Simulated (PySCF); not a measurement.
Input file for PySCF: R-MP2/6-31G* on CHN (SMILES C#N) with ghost functions, monomers drawn apart or pushed together.

```python
from pyscf import gto, scf, dft, mp
from pyscf.data.elements import chemcore

mol = gto.M(
    atom='''
    C    -0.30694592    0.08202446    4.39916410
    N    -0.16679467    0.06440505    3.26355404
    H    -0.43867082    0.09855731    5.45802742
    ghost-O   -0.14302315    0.06523241   -0.65726024
    ghost-H    0.79134065   -0.06066031   -0.84779530
    ghost-H   -0.20066002    0.07223200    0.30790929
    ''',
    basis='6-31g*',
    cart=True,
    charge=0, spin=0, verbose=3, max_memory=1800)
mf = scf.RHF(mol)
mf.conv_tol = 1e-8
mf.max_cycle = 100
mf.kernel()
if not mf.converged:
    mf = mf.newton().run(mf.mo_coeff, mf.mo_occ)
pt = mp.MP2(mf, frozen=chemcore(mol)).run()
```

Problem. What total energy does the run end on?

Solution. -93.1572 hartree.
